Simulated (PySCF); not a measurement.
InClI2, SMILES [Cl][In]([I])[I].

The structure is a stationary point at B3LYP-D3(BJ)/def2-SVP. The structure was generated by enumeration; whether it is a known compound was not checked. The def2 effective core potentials stand for the cores of I, In; spin–orbit coupling is left out.

The numbers are results of PBE/def2-TZVP (PySCF), not measurements.

The molecule is in vacuum.

Problem. Estimate the frontier levels, gap, dipole moment and polarisability. (Estimate from the structure and the level; the computed values follow.)

Solution. 
```
Item                                                                                                             Result
---------------------------------------------------------------------------------------------  ------------------------
highest occupied level                                                                                         -6.90 eV
lowest empty level                                                                                             -4.03 eV
orbital gap                                                                                                     2.88 eV
dipole moment                                                                                                    1.18 D
quadrupole, principal values (traceless, Buckingham form, about the centre of nuclear charge)     -7.34, 2.77, 4.57 D·Å
mean static polarisability                                                                       124.8 bohr³ (18.49 Å³)
polarisability, principal values                                                               78.0, 128.6, 167.9 bohr³
```
